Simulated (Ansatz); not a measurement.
Diatomic NaO-, multiplicity 3 (lowest of 2S+1 = 1, 3, 5 at CCSD(T)/def2-TZVPP on PBE0 minima; our sources give no spin for the ground state, which may be another).

The constants come from a fifth-degree fit in 1/R (seven points, main isotopes). In def2 and cc sets the state is the lowest found near the PBE0 minimum, followed along R.

Correlated levels freeze the inner cores; with def2 sets outer-core shells near the valence are correlated too.

Codes used: Ansatz (an electronic-structure program). 

Energies at B2PLYP/def2-TZVPP:

| R (Å) | E (hartree) |
|---|---|
| 1.985222 | -237.36886126 |
| 2.038588 | -237.37072106 |
| 2.087685 | -237.37160997 |
| 2.143186 | -237.37186827 |
| 2.198686 | -237.37150662 |
| 2.262726 | -237.37050532 |
| 2.337438 | -237.36876091 |

Task: With a reduced mass of 9.4324 u, find the minimum, the force constant and the constants.

Result: A fifth-degree polynomial in 1/R puts the minimum at r_e = 2.1362 Å with force constant 90.1 N/m. Then ω_e = (1/2πc)√(k/μ) = 403 cm⁻¹ and B_e = h/(8π²cμr_e²) = 0.3916 cm⁻¹; the cubic and quartic terms give α_e = 0.0053 and ω_e x_e = 3.7 cm⁻¹.
